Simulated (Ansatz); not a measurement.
Basis sets compared for Nb2(NH2)10 (Nb₂N₁₀H₂₀). Total charge 0; singlet. Geometry r2SCAN-D4/def2-SVP. Ansatz on 4 threads of Intel Xeon Platinum 8488C on a shared host; times are rough, and most runs start from earlier orbitals.

```tsv
atom	x (Å)	y (Å)	z (Å)
Nb1	0.158	0.359	-1.745
N2	2.089	-0.150	-1.407
N3	-1.614	1.292	-1.450
N4	0.685	1.666	-3.171
N5	-0.381	-1.058	-3.061
N6	-0.496	-1.281	-0.266
Nb7	-0.160	-0.362	1.749
N8	-0.687	-1.670	3.174
N9	0.381	1.054	3.064
N10	-2.088	0.151	1.407
N11	1.613	-1.292	1.449
N12	0.493	1.278	0.269
H13	2.692	0.043	-0.612
H14	2.548	-0.830	-2.014
H15	-1.942	1.853	-0.668
H16	-2.402	1.092	-2.067
H17	0.059	2.339	-3.611
H18	1.610	1.737	-3.591
H19	-0.324	-0.940	-4.072
H20	-0.745	-1.985	-2.849
H21	-1.474	-1.554	-0.380
H22	0.045	-2.144	-0.365
H23	-0.062	-2.344	3.613
H24	-1.612	-1.741	3.594
H25	0.748	1.980	2.850
H26	0.326	0.938	4.075
H27	-2.686	-0.032	0.604
H28	-2.544	0.837	2.009
H29	1.944	-1.840	0.659
H30	2.402	-1.088	2.064
H31	1.472	1.551	0.382
H32	-0.048	2.140	0.367
```

In the def2 sets Nb takes a core potential; there is no spin–orbit coupling.

Binding counts from free atoms (Nb sextet, N quartet, H doublet) in the same basis, without a counterpoise term.

```json
{"level": "PBE-D4/def2-SVP", "functions": "302", "energy (Eh)": "-672.8256", "HOMO (eV)": "-4.41", "LUMO (eV)": "-1.29", "binding per atom (eV)": "3.86", "wall time": "6.5 s"}
{"level": "PBE0-D4/def2-SVP", "functions": "302", "energy (Eh)": "-672.7619", "HOMO (eV)": "-5.68", "LUMO (eV)": "-0.52", "binding per atom (eV)": "3.71", "wall time": "13 s"}
```

(1) Estimate the rows for PBE-D4/def2-TZVP, PBE0-D4/def2-TZVP.

Answers

(1) 
```csv
level,functions,energy (Eh),HOMO (eV),LUMO (eV),binding per atom (eV),wall time
PBE-D4/def2-TZVP,510,-673.5069,-4.66,-1.58,3.84,12 s
PBE0-D4/def2-TZVP,510,-673.4328,-5.89,-0.79,3.69,29 s
```
